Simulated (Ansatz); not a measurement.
Basis-set extrapolation for C₄H₇AlO (`[AlH2][CH]1C=COC1`) (PBE0-D4/def2-TZVP geometry, frozen core, the Gaussian-basis code of Ansatz). Multiplicity 1, RHF reference.

```tsv
	def2-TZVPP	def2-QZVPP
HF	-472.363287	-472.380691
MP2 correlation	-0.972052	-1.037766
CCSD(T) correlation	-1.056929	not run
```

Energies in hartree. Use E(X) = E(∞) + A·exp(−7.88·√X) for Hartree–Fock and E(X) = E(∞) + B·X^(−2.97) for correlation, with X = 3 and 4, and add CCSD(T) minus MP2 of the smaller set to the MP2 limit.

**Question.** What is the CCSD(T) energy at the basis-set limit?

**Answer.** HF limit: -472.380691 + (-0.017404) × 0.13774 = -472.38309. MP2 limit: -1.037766 + (-0.065714) × 0.74074 = -1.08644. Higher-order term: -1.056929 − (-0.972052) = -0.08488. Total: -473.55441 hartree, 3.65 eV below CCSD(T)/def2-TZVPP.
